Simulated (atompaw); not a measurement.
# Logarithmic derivatives: nickel (Ni), PAW (atompaw)

```json
{
 "Element": "nickel",
 "Generator": "atompaw 4.2.0.5",
 "Type": "PAW",
 "Functional": "PBE",
 "Relativity": "scalar-relativistic",
 "Frozen core": "[Ne] 3s2",
 "Valence charge": "16",
 "Reference configuration": "3p6 3d8 4s1.75 4p0.25",
 "Partial waves": "4s (bound): rc 2.10 bohr; 4s channel at 1.9 Ry: rc 2.10 bohr; 3p (bound): rc 1.05 bohr; 4p (bound): rc 1.45 bohr; 3d (bound): rc 1.45 bohr; 3d channel at -0.35 Ry: rc 1.45 bohr",
 "Local potential": "troulliermartins scheme with l = 3 at -0.5 Ry, radius 2.00 bohr",
 "Core correction": "smooth core density matched at 1.60 bohr",
 "Augmentation charge": "besselshape compensation charge, radius 1.90 bohr; PAW radius 2.10 bohr; waves and projectors: custom rrkj vanderbiltortho"
}
```

The phase is arctan(r·u′/u) with u = r·R(r), unwrapped; energies in Ry, scanned from -7 to 5 Ry. A pole is an energy at which the radial function vanishes at the test radius. The pseudo phase is shifted by a multiple of π to meet the all-electron one at the reference energy, and phase errors are pseudo minus all-electron; the curves can meet again beyond the range given. Levels narrower than the energy grid can be missing from the lists of poles.

| channel | radius (bohr) | reference energy (Ry) | poles, all-electron | poles, pseudo | unbroken range about the reference energy with phases within 0.05 rad | phase error 1 Ry above the reference energy (rad) |
| --- | --- | --- | --- | --- | --- | --- |
| s | 2.11 | -0.44 | 3.13 | 3.12 | below 4.7 | -0.000 |
| p | 2.11 | -0.11 | -5.24, 4.45 | -5.24, 4.56 | the whole range | +0.002 |
| d | 2.11 | -0.69 | -0.46 | -0.46 | the whole range | +0.000 |

Phases in the s channel:

```json
{"E (Ry)": "-7.00", "all-electron": "1.379", "pseudo": "1.374"}
{"E (Ry)": "-6.52", "all-electron": "1.369", "pseudo": "1.365"}
{"E (Ry)": "-6.04", "all-electron": "1.358", "pseudo": "1.356"}
{"E (Ry)": "-5.56", "all-electron": "1.346", "pseudo": "1.344"}
{"E (Ry)": "-5.08", "all-electron": "1.333", "pseudo": "1.331"}
{"E (Ry)": "-4.60", "all-electron": "1.316", "pseudo": "1.315"}
{"E (Ry)": "-4.12", "all-electron": "1.296", "pseudo": "1.295"}
{"E (Ry)": "-3.64", "all-electron": "1.272", "pseudo": "1.271"}
{"E (Ry)": "-3.16", "all-electron": "1.240", "pseudo": "1.239"}
{"E (Ry)": "-2.68", "all-electron": "1.197", "pseudo": "1.196"}
{"E (Ry)": "-2.20", "all-electron": "1.136", "pseudo": "1.135"}
{"E (Ry)": "-1.72", "all-electron": "1.042", "pseudo": "1.041"}
{"E (Ry)": "-1.24", "all-electron": "0.879", "pseudo": "0.879"}
{"E (Ry)": "-0.76", "all-electron": "0.557", "pseudo": "0.557"}
{"E (Ry)": "-0.28", "all-electron": "-0.076", "pseudo": "-0.076"}
{"E (Ry)": "0.20", "all-electron": "-0.755", "pseudo": "-0.756"}
{"E (Ry)": "0.68", "all-electron": "-1.121", "pseudo": "-1.121"}
{"E (Ry)": "1.16", "all-electron": "-1.303", "pseudo": "-1.304"}
{"E (Ry)": "1.64", "all-electron": "-1.409", "pseudo": "-1.409"}
{"E (Ry)": "2.12", "all-electron": "-1.478", "pseudo": "-1.478"}
{"E (Ry)": "2.60", "all-electron": "-1.528", "pseudo": "-1.528"}
{"E (Ry)": "3.08", "all-electron": "-1.567", "pseudo": "-1.568"}
{"E (Ry)": "3.56", "all-electron": "-1.600", "pseudo": "-1.602"}
{"E (Ry)": "4.04", "all-electron": "-1.631", "pseudo": "-1.636"}
{"E (Ry)": "4.52", "all-electron": "-1.659", "pseudo": "-1.680"}
{"E (Ry)": "5.00", "all-electron": "-1.689", "pseudo": "-4.578"}
```
